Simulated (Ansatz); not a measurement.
Program: Ansatz. Geometries: PBE0-D4/def2-TZVP. ΔE: electronic, gas phase. CCSD(T)/CBS adds triple-zeta CCSD(T) − MP2 to the extrapolated MP2 energy (def2 sets, frozen cores). This one scheme is used for every species. DFT in def2-TZVPP. One conformer a species, not always the lowest.

Consider the formal hydrolysis of the Si–S bond: `OCC[SiH2]S` + H₂O → `OCC[SiH2]O` + H₂S.

```csv
level,ΔE (eV)
PBE,-0.31
HF/def2-TZVPP,-0.56
MP2/def2-TZVPP,-0.37
SCS-MP2/def2-TZVPP,-0.43
```

(1) What does CCSD(T)/CBS give? (An estimate is asked.)

Largest T1 diagnostic among the species: 0.011.

Results:

(1) The calculation gave: -0.36 eV. The listed levels differ from it by 0.05, -0.20, -0.01, -0.07 eV.

The D4 term adds +0.06 eV with B3LYP and +0.04 eV with PBE0; it sums over pairs of atoms, weighted by their polarisabilities, and B3LYP, whose exchange is more repulsive, gets the larger term. In def2-TZVPP, CCSD(T) changes the Hartree–Fock value by +0.15 eV (the triples alone add +0.03 eV) and MP2 by +0.19 eV.

B3LYP here is the variant with VWN-RPA as its local correlation; programs differ in this.
